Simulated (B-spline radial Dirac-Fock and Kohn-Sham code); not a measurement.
## Satellites and hypersatellites of the K lines of Ta¹⁹⁺

System: Ta¹⁹⁺, [Kr] 4d10 4f8.

The computed values come from a radial B-spline solver: multi-electron Dirac-Fock with separately optimised hole states, Breit and Lamb-shift corrections added in first order. Each two-hole energy is an average over J within one jj subconfiguration, not an observable level; in light atoms, where LS coupling holds, the j-resolved values are not observed lines, and for a K spectator the Kα1 hypersatellite is nearly forbidden. Correlation energy is missing from these numbers.

Lines without a spectator: Kα2 (K-L2) 56275.3 eV, Kα1 (K-L3) 57531.0 eV, Kβ3 (K-M2) 64940.9 eV, Kβ1 (K-M3) 65215.3 eV. Shifts in eV with one spectator hole (a dash: not computed, or left out as unreliable):

| spectator hole | Kα2 | Kα1 | Kβ3 | Kβ1 |
| --- | --- | --- | --- | --- |
| K (1s) | +961.6 | +1032.1 | +1244.8 | +1261.4 |
| L2 (2p1/2) | +122.1 | +163.9 | – | +314.0 |
| L3 (2p3/2) | +93.4 | +102.0 | +238.5 | – |
| M2 (3p1/2) | – | +25.77 | +50.5 | +59.9 |
| M3 (3p3/2) | +14.31 | – | +43.4 | +44.0 |
| M4 (3d3/2) | +4.85 | +1.43 | – | – |
| M5 (3d5/2) | -0.48 | +3.47 | – | – |
